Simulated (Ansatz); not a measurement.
Mulliken charges of CH$_{5}$IOSi, SMILES `[SiH3]OCI` from ωB97M-V/def2-TZVPP in Ansatz (PBE0-D4/def2-TZVP geometry).

```csv
atom,x (Å),y (Å),z (Å),charge (e)
Si1,0.404,1.250,-0.372,0.306
O2,-0.417,0.245,0.668,-0.335
C3,-0.342,-1.117,0.650,-0.184
I4,-1.240,-2.023,-1.131,-0.096
H5,-0.312,1.378,-1.663,-0.010
H6,0.466,2.554,0.323,-0.018
H7,1.766,0.699,-0.602,-0.029
H8,0.680,-1.498,0.637,0.180
H9,-0.916,-1.535,1.473,0.185
```

Q: By hand: the dipole of these point charges (1 e Å = 4.8032 D).

A: Σ q r = (0.342, 0.067, 0.067) e Å, of length 0.355 e Å = 1.71 D.

Q: How does the dipole of the full density compare? (Estimate.)

A: Ansatz gave: (0.249, 0.104, 0.184) e Å, 1.57 D; the point charges give 1.09 times that, at 26° from its direction.

Point charges leave out the atoms' own dipoles, such as those of lone pairs, and Mulliken's split depends on the basis, so the two needn't agree.
